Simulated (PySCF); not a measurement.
## Mayer bond orders and bond lengths

Species: C₅H₇F₃O₂.
SMILES with atom numbers: `[F:1][C:2]([F:3])([F:4])[C@H:5]1[CH2:6][O:7][CH2:8][CH2:9][O:10]1` (hydrogens: H11 on C5; H12, H13 on C6; H14, H15 on C8; H16, H17 on C9)

Cartesian coordinates in Å at the PBE0-D3(BJ)/def2-SVP level; atoms count from 1:
```
atom  x, y, z in Å
F1     1.807   -1.743   -1.725
C2     1.728   -1.272   -0.474
F3     1.397   -2.288    0.323
F4     2.937   -0.850   -0.118
C5     0.707   -0.152   -0.418
C6    -0.681   -0.611   -0.852
O7    -1.601    0.434   -0.695
C8    -1.630    0.899    0.631
C9    -0.253    1.363    1.057
O10    0.685    0.323    0.897
H11    1.059    0.637   -1.114
H12   -0.969   -1.488   -0.240
H13   -0.681   -0.902   -1.911
H14   -2.354    1.727    0.673
H15   -1.976    0.097    1.314
H16   -0.238    1.649    2.119
H17    0.047    2.241    0.451
```

Bond orders from the PBE0/pcSseg-1 density (PySCF). The structure is a single PBE0-D3(BJ)/def2-SVP conformer in the gas phase; no vibrational or solvent corrections.

(1) Where do the orders between heavy atoms depart from those drawn in the SMILES?

(2) Set the Mayer orders of the bonds between heavy atoms beside their lengths.

Results:

(1) The largest departure is 0.090, at C9–O10 (drawn single, 0.910).

(2) 
| bond | drawn as | length (Å) | Mayer order |
| --- | --- | --- | --- |
| F1–C2 | single | 1.339 | 0.984 |
| C2–F3 | single | 1.333 | 1.013 |
| C2–F4 | single | 1.328 | 1.023 |
| C2–C5 | single | 1.516 | 0.973 |
| C5–C6 | single | 1.525 | 0.989 |
| C6–O7 | single | 1.401 | 0.924 |
| O7–C8 | single | 1.406 | 0.926 |
| C8–C9 | single | 1.515 | 1.041 |
| C9–O10 | single | 1.409 | 0.910 |
| O10–C5 | single | 1.398 | 0.917 |

Bonds between the same two heavy elements. C–F: lowest F1–C2 (0.984, 1.339 Å), highest C2–F4 (1.023, 1.328 Å). C–C: lowest C2–C5 (0.973, 1.516 Å), highest C8–C9 (1.041, 1.515 Å). C–O: all 4 within 0.02 of one another (0.910 to 0.926).

Problem. And the bonds to hydrogen?

Solution. C–H: 0.91 to 0.95 (7 bonds).

Problem. Sum the orders of all bonds at each heavy atom with more than one neighbour and set the sums beside the valence in the SMILES.

Solution. C2 3.993 (drawn 4), C5 3.786 (drawn 4), C6 3.782 (drawn 4), O7 1.850 (drawn 2), C8 3.846 (drawn 4), C9 3.834 (drawn 4), O10 1.827 (drawn 2). Orders between atoms that aren't bonded are not in these sums.

Mayer orders depend on the basis set.
